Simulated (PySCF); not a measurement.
A GIAO shielding run with PySCF (density fitting, non-relativistic, gas phase) on `InChI=1S/C6H10Si/c1-2-3-6-4-5-7-6/h1,6H,3-5,7H2/t6-/m0/s1`:

```
{"job": {"kind": "nmr", "xc": "PBE0", "basis": "pcSseg-1"}, "charge": 0, "multiplicity": 1}
C      3.355145    -0.415155     0.060351
C      2.365042     0.257024     0.075353
C      1.137106     1.025913     0.071073
C     -0.007349     0.225681    -0.549974
C     -0.416783    -1.037482     0.239382
C     -1.950268    -0.869546     0.233307
Si    -1.794930     0.915535    -0.427272
H      4.232322    -0.990175     0.053419
H      1.296632     1.948872    -0.495487
H      0.886367     1.300013     1.100448
H      0.277653    -0.039794    -1.571125
H     -0.021567    -1.002072     1.254264
H     -0.075636    -1.966191    -0.216574
H     -2.411377    -1.020386     1.206497
H     -2.431705    -1.555429    -0.461105
H     -1.969232     1.977298     0.566243
H     -2.478417     1.257924    -1.673887
```

Hardware: 1 thread of an Arm Neoverse N1, shared host. The job also computes population analyses, field gradients, ring-centre shieldings.

Q: How large is the calculation?

A: 60 electrons, 176 basis functions and 931 auxiliary functions.

Q: How long does it take?

A: 44 s of wall time, with 14 SCF cycles and 5 response iterations. Times on a shared host scatter by some tens of per cent.
